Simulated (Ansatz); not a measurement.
Diatomic SeS, multiplicity 3 (the spin of the measured ground state). No spin–orbit coupling. Se is treated without relativity.

D_e counts from the fitted minimum to each atom's lowest state at the same level, without counterpoise.

Correlated levels freeze the inner cores; with def2 sets outer-core shells near the valence are correlated too.

Run with Ansatz (a program for electronic structure) with Gaussian orbitals. Each number belongs to the level named beside it.

PBE/def2-TZVPP gives 433.6 kJ/mol for the bond energy D_e.

Task: Predict the shift from PBE, with its sign, for: r2SCAN/def2-TZVPP, B3LYP/def2-TZVPP, wB97M-V/def2-TZVPP, B2PLYP/def2-TZVPP, CCSD(T)/def2-QZVPP.

Result: r2SCAN/def2-TZVPP -19.2; B3LYP/def2-TZVPP -48.3; wB97M-V/def2-TZVPP -54.5; B2PLYP/def2-TZVPP -51.9; CCSD(T)/def2-QZVPP -59.3 kJ/mol. 0 of 5 lie above PBE; the widest gap is to CCSD(T)/def2-QZVPP.
